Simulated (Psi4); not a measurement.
H$_{4}$Si$_{2}$ (SMILES [SiH][SiH3]), singlet, at a GFN2-xTB geometry; B3LYP/def2-SVP (Psi4 1.11).

Here is a job for Psi4.
```
memory 2 GB

molecule {
0 1
Si   -0.28890628    0.94648061    0.77145085
H     0.38260808    2.12232723    0.12965429
Si    0.20732861   -0.80767768   -0.59742707
H     0.99631510   -0.86130348   -1.84096251
H    -1.09168725   -1.38838644   -0.98924045
H     0.85485143   -1.81587820    0.26421584
}

set {
  basis def2-svp
  scf_type pk
  puream true
  d_convergence 1e-8
  dft_radial_points 99
  dft_spherical_points 590
}

energy('b3lyp')
print_variables()
```

Output, abridged:

```
   => Loading Basis Set <=

    Name: DEF2-SVP
    Role: ORBITAL
    Keyword: BASIS

         ---------------------------------------------------------
                                   SCF
               by Justin Turney, Rob Parrish, Andy Simmonett
                          and Daniel G. A. Smith
                              RKS Reference
         ---------------------------------------------------------

  ==> Geometry <==

    Molecular point group: c1
    Full point group: C1

    Geometry (in Angstrom), charge = 0, multiplicity = 1:

       Center              X                  Y                   Z               Mass
    ------------   -----------------  -----------------  -----------------  -----------------
         SI          -0.270047142534     0.914392127097     0.731220006754    27.976926534650
         H            0.401467217466     2.090238747097     0.089423446754     1.007825032230
         SI           0.226187747466    -0.839766162903    -0.637657913246    27.976926534650
         H            1.015174237466    -0.893391962903    -1.881193353246     1.007825032230
         H           -1.072828112534    -1.420474922903    -1.029471293246     1.007825032230
         H            0.873710567466    -1.847966682903     0.223984996754     1.007825032230

  Running in c1 symmetry.

  Rotational constants: A =      2.28891  B =      0.19407  C =      0.19018 [cm^-1]
  Rotational constants: A =  68619.84299  B =   5818.16840  C =   5701.42397 [MHz]
  Nuclear repulsion =   76.098879974037672

  Charge       = 0
  Multiplicity = 1
  Electrons    = 32
  Nalpha       = 16
  Nbeta        = 16

  ==> Algorithm <==

  SCF Algorithm Type is PK.
  DIIS enabled.
  MOM disabled.
  Fractional occupation disabled.
  Guess Type is SAD.
  Energy threshold   = 1.00e-06
  Density threshold  = 1.00e-08
  Integral threshold = 1.00e-12

  ==> Primary Basis <==

  Basis Set: DEF2-SVP
    Blend: DEF2-SVP
    Number of shells: 28
    Number of basis functions: 56
    Number of Cartesian functions: 58
    Spherical Harmonics?: true
    Max angular momentum: 2

  ==> DFT Potential <==

   => LibXC <=

    Version 7.1.2
    S. Lehtola, C. Steigemann, M. J. T. Oliveira, and M. A. L. Marques,  SoftwareX 7, 1–5 (2018) (10.1016/j.softx.2017.11.002)

   => Composite Functional: B3LYP <=

    B3LYP Hyb-GGA Exchange-Correlation Functional

    P. J. Stephens, F. J. Devlin, C. F. Chabalowski, and M. J. Frisch,  J. Phys. Chem. 98, 11623 (1994) (10.1021/j100096a001)

[...]
   @RKS iter   5:  -581.15773567746146   -1.06087e-05   1.21774e-05 DIIS
   @RKS iter   6:  -581.15773614288105   -4.65420e-07   3.26611e-06 DIIS
   @RKS iter   7:  -581.15773617552986   -3.26488e-08   4.58677e-07 DIIS
   @RKS iter   8:  -581.15773617614116   -6.11294e-10   1.01133e-07 DIIS
   @RKS iter   9:  -581.15773617617344   -3.22871e-11   2.46961e-08 DIIS
   @RKS iter  10:  -581.15773617617651   -3.06954e-12   2.78435e-09 DIIS
  Energy and wave function converged.

  ==> Post-Iterations <==

   Electrons on quadrature grid:
      Ntotal   =   32.0000002910 ; deviation = 2.910e-07

    Orbital Energies [Eh]
    ---------------------

    Doubly Occupied:

[...]
      16A     -0.232149

    Virtual:

[...]
      56A      2.193091

    Final Occupation by Irrep:
              A
    DOCC [    16 ]
    NA   [    16 ]
    NB   [    16 ]

  @RKS Final Energy:  -581.15773617617651

   => Energetics <=

    Nuclear Repulsion Energy =             76.0988799740376720
    One-Electron Energy =                -955.7051384232651117
    Two-Electron Energy =                 333.3380848811480632
    DFT Exchange-Correlation Energy =     -34.8895626080970374
    Empirical Dispersion Energy =           0.0000000000000000
    VV10 Nonlocal Energy =                  0.0000000000000000
    Total Energy =                       -581.1577361761765133

Computation Completed

Properties will be evaluated at   0.000000,   0.000000,   0.000000 [a0]

Properties computed using the SCF density matrix

 Multipole Moments:

 ------------------------------------------------------------------------------------
     Multipole            Electronic (a.u.)      Nuclear  (a.u.)        Total (a.u.)
 ------------------------------------------------------------------------------------

 L = 1.  Multiply by 2.5417464519 to convert [e a0] to [Debye]
 Dipole X            :         -1.0348307            1.1404353            0.1056046
 Dipole Y            :          2.1674440           -1.9404300            0.2270140
 Dipole Z            :          2.3462345           -2.4328086           -0.0865741
 Magnitude           :                                                    0.2649203

 ------------------------------------------------------------------------------------

  Variable Map:
  ----------------------------------------------------------------------------
[...]
  Array Variable Map:
  ----------------------------------------------------------------------------
[...]
[...]
```
